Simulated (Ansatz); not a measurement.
Geometry optimisation, RKS PBE/def2-mTZVP in Ansatz.

input.yaml

```yaml
crystal:
  periodic: [false, false, false]
  atoms:
    - { symbol: Sn, position_ang: [0.0, 0.0, 0.0] }
    - { symbol: Cl, position_ang: [0.0, 0.0, 2.41] }
    - { symbol: H, position_ang: [1.6408, 0.0, -0.5794] }
    - { symbol: C, position_ang: [-1.0126, 1.7544, -0.716] }
    - { symbol: H, position_ang: [-2.0653, 1.5008, -0.9603] }
    - { symbol: H, position_ang: [-0.9943, 2.5391, 0.069] }
    - { symbol: H, position_ang: [-0.5023, 2.131, -1.6269] }
    - { symbol: C, position_ang: [-1.0126, -1.7544, -0.716] }
    - { symbol: H, position_ang: [-1.5123, -2.2661, 0.1329] }
    - { symbol: H, position_ang: [-1.7727, -1.4617, -1.4701] }
    - { symbol: H, position_ang: [-0.2768, -2.4431, -1.1811] }
basis:
  gaussian: { orbitals: def2-mTZVP }
hamiltonian:
  xc: pbe
relax:
  f_tol: 0.02
  max_steps: 40
```

Run as:

```bash
$ ansatz run input.yaml --threads 2 --pin off --max-ram 3072MiB --backend cpu --events-out ev --progress --plain --runs-dir out
```

Problem. Where does it end, and by what steps?

Solution. The run converged. The force dipped under the threshold on the way, but the program's further checks kept it going. After 24 steps the energy has fallen by 0.092 eV; H10 moved furthest, 0.91 Å.

| step | energy less start (eV) | largest force component (eV/Å) | accepted |
| --- | --- | --- | --- |
| 0 | 0.0000 | 0.496 | yes |
| 1 | -0.0032 | 0.416 | yes |
| 2 | -0.0717 | 0.127 | yes |
| 3 | -0.0756 | 0.066 | yes |
| 4 | -0.0778 | 0.029 | yes |
| 5 | -0.0778 | 0.202 | yes |
| 6 | -0.0809 | 0.039 | yes |
| 7 | -0.0825 | 0.040 | yes |
| 8 | -0.0740 | 0.358 | no |
| 9 | -0.0764 | 0.248 | no |
| 10 | -0.0835 | 0.007 | yes |
| 11 | -0.0849 | 0.080 | yes |
| 12 | -0.0858 | 0.103 | yes |
| 13 | -0.0871 | 0.052 | yes |
| 14 | -0.0883 | 0.043 | yes |
| 15 | -0.0877 | 0.205 | no |
| 16 | -0.0843 | 0.240 | no |
| 17 | -0.0889 | 0.015 | yes |
| 18 | -0.0896 | 0.116 | yes |
| 19 | -0.0903 | 0.018 | yes |
| 20 | -0.0907 | 0.039 | yes |
| 21 | -0.0909 | 0.085 | yes |
| 22 | -0.0911 | 0.043 | yes |
| 23 | -0.0914 | 0.022 | yes |
| 24 | -0.0916 | 0.008 | yes |

```xyz
11
Properties=species:S:1:pos:R:3
Sn 0.003 0.007 -0.143
Cl 0.022 -0.109 2.250
H 1.674 0.079 -0.588
C -1.072 1.819 -0.612
H -2.100 1.745 -0.236
H -0.578 2.673 -0.133
H -1.096 1.981 -1.698
C -0.964 -1.812 -0.788
H -1.968 -1.869 -0.350
H -1.047 -1.834 -1.883
H -0.380 -2.679 -0.456
```

Whether the end is a true minimum wasn't checked by a vibrational analysis.

Time of the run: 67 s on 2 threads of Arm Neoverse V1, with other jobs on the host, peak memory 0.17 GiB.
